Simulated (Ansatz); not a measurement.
Relaxation of the cluster SiGe₂⁻ with UKS PBE0-D4/def2-TZVPD.

```sh
$ ansatz run in.yaml --threads 4 --pin off --events-out ev --progress --plain --max-ram 3916MiB
```

```yaml
crystal:
  periodic: [false, false, false]
  atoms:
    - {symbol: Si, position_ang: [0.000790, -0.000130, -0.000050]}
    - {symbol: Ge, position_ang: [0.223830, 1.854030, -1.159020]}
    - {symbol: Ge, position_ang: [-0.224620, -1.853900, 1.159070]}
basis:
  gaussian: {orbitals: def2-TZVPD}
total_charge: -1
magnetization: {spin_polarized: true, initial_magnetization: 1}
hamiltonian: {xc: pbe0, dispersion: d4}
scf: {lower_state_search: "off"}
output: {orbitals: {seedname: orbitals}}
relax: {f_tol: 0.02, max_steps: 100}
```

It took 19 s on 4 threads of Arm Neoverse V1 on a shared host, peak host memory 0.6 GiB.

Positions (Å) and forces (eV/Å) at steps 1, 2, 4, 5 of 5:

```xyz
3
step=1 energy=-120896.4125 eV
Si    0.001    0.000    0.000    0.001    0.000    0.000
Ge    0.224    1.854   -1.159    0.054    0.451   -0.282
Ge   -0.225   -1.854    1.159   -0.055   -0.451    0.282
3
step=2 energy=-120896.4361 eV
Si    0.001    0.000    0.000   -0.011   -0.096    0.060
Ge    0.227    1.879   -1.175    0.018    0.148   -0.093
Ge   -0.228   -1.879    1.175   -0.006   -0.052    0.033
3
step=4 energy=-120896.4374 eV
Si    0.001   -0.003    0.002    0.000   -0.002    0.001
Ge    0.228    1.888   -1.180    0.000    0.000    0.000
Ge   -0.228   -1.885    1.179    0.000    0.002   -0.001
3
step=5 energy=-120896.4374 eV
Si    0.001   -0.003    0.002    0.000    0.000    0.000
Ge    0.228    1.888   -1.180    0.000    0.000    0.000
Ge   -0.229   -1.885    1.179    0.000    0.000    0.000
```

The charge -1 doublet is spin-contaminated (final ⟨S²⟩ up to 0.98, 0.75 for a pure state). Another isomer (doublet) lies 0.98 eV lower at PBE0-D4/def2-TZVPD; other spin states weren't run for this one.
